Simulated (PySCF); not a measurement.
# BeSn⁺: from constants to spectrum

UHF-CCSD(T) constants of BeSn⁺, ²Π (doublet), unpaired electrons π ↑ (PySCF, spin-free X2C with a Gaussian nucleus, basis sets Be x2c-SVPall, Sn x2c-SVPall; masses 9.0122 and 119.9022 u):

| Item | Value |
| --- | --- |
| ωe | 297.6 cm⁻¹ |
| ωexe | 2.76 cm⁻¹ |
| Be | 0.28048 cm⁻¹ |
| αe | 0.00369 cm⁻¹ |
| De to Be + Sn⁺ | 0.95 eV |

Task: What force constant and bond length do these constants imply?

Result: Reduced mass μred = 8.3822 u; k = 5.8918×10⁻⁷·μred·ωe² (u, cm⁻¹, mdyn/Å) = 0.437 mdyn/Å; Re = √(16.8576/(μred·Be)) (u, cm⁻¹, Å) = 2.678 Å.

Task: Estimate the centrifugal constant D from the Kratzer relation and find the Dunham coefficient a1.

Result: D = 4Be³/ωe² = 9.97e-07 cm⁻¹; a1 = −1 − αeωe/(6Be²) = -3.33.

Correlated steps freeze 18 core orbitals. Correlated levels converge slowly with the basis: in double zeta they bind strong bonds too weakly, by up to about 1 eV, and carry superposition errors of some tenths. These are scalar-relativistic numbers at best; spin–orbit coupling would shift them, the dissociation energy most. For an ion De counts to the pair picked by the measured ionisation energies or electron affinities, which need not be the lowest pair at this level. The state was picked by a PBE0 search and need not be the measured ground state.
